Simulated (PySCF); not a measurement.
## Functional benchmark on one molecule

Molecule: `[SiH3][Si]([SiH3])([SiH3])[SiH3]`, H₁₂Si₅.

Geometry:
```csv
atom,x (Å),y (Å),z (Å)
Si1,-0.205,-1.025,-2.094
Si2,-0.009,0.009,-0.001
Si3,-0.131,2.333,-0.259
Si4,-1.729,-0.735,1.405
Si5,2.052,-0.563,0.956
H6,-1.522,-0.685,-2.717
H7,-0.113,-2.510,-1.943
H8,0.891,-0.561,-3.000
H9,0.028,3.008,1.066
H10,-1.454,2.719,-0.843
H11,0.956,2.801,-1.174
H12,-3.062,-0.390,0.822
H13,-1.644,-2.219,1.572
H14,-1.609,-0.091,2.749
H15,2.135,-2.045,1.145
H16,3.175,-0.125,0.070
H17,2.199,0.102,2.287
```

Geometry PBE0-D3(BJ)/def2-SVP throughout; GIAO in PySCF 2.14.0 with density-fitted response routines, gas phase, one conformer, non-relativistic; equivalent atoms averaged; basis pcSseg-1.

Reference values (measured; C. Corminboeuf, T. Heine, J. Weber, Chem. Phys. Lett. 357 (2002) 1): δ(Si1/Si3/Si4/Si5) = -89.6 ppm vs TMS, δ(Si2) = -165.9 ppm vs TMS. Computed shifts are taken against TMS, calculated as an isolated molecule at each level.

Problem. How do the functionals HF, LDA, PBE, BLYP, BP86, OPBE, KT2, KT3, B97-D, B3LYP, PBE0, mPW1PW91, WP04, B97-2, BHandHLYP, CAM-B3LYP, wB97X-D, LC-wPBE perform against the reference? Times are CPU seconds on shared hosts with different chips, so compare them loosely.

Solution. 
| functional | kind | Si1/Si3/Si4/Si5 | Si2 | mean abs. error Si | core-s |
| --- | --- | --- | --- | --- | --- |
| HF | Hartree–Fock | -87.9 | -148.3 | 9.6 | 12 |
| LDA | LDA | -110.1 | -158.9 | 13.8 | 22 |
| PBE | GGA | -102.4 | -157.2 | 10.8 | 30 |
| BLYP | GGA | -100.6 | -143.3 | 16.8 | 30 |
| BP86 | GGA | -100.9 | -154.0 | 11.6 | 29 |
| OPBE | GGA | -94.8 | -162.0 | 4.6 | 29 |
| KT2 | GGA | -100.9 | -151.3 | 13.0 | 28 |
| KT3 | GGA | -94.4 | -145.7 | 12.5 | 28 |
| B97-D | GGA | -95.1 | -143.5 | 14.0 | 29 |
| B3LYP | global hybrid | -97.8 | -145.7 | 14.2 | 23 |
| PBE0 | global hybrid | -98.6 | -159.1 | 7.9 | 46 |
| mPW1PW91 | global hybrid | -96.7 | -158.1 | 7.5 | 23 |
| WP04 | global hybrid | -81.6 | -123.2 | 25.4 | 23 |
| B97-2 | global hybrid | -94.7 | -153.4 | 8.8 | 25 |
| BHandHLYP | global hybrid | -93.9 | -146.4 | 11.9 | 26 |
| CAM-B3LYP | range-separated hybrid | -100.0 | -150.4 | 13.0 | 35 |
| wB97X-D | range-separated hybrid | -98.7 | -160.6 | 7.2 | 35 |
| LC-wPBE | range-separated hybrid | -100.0 | -168.9 | 6.7 | 41 |

For 29Si the closest is OPBE (4.6 ppm) and the furthest WP04 (25.4 ppm). One molecule is a small sample, and vibrational and solvent effects are absent from the calculation.
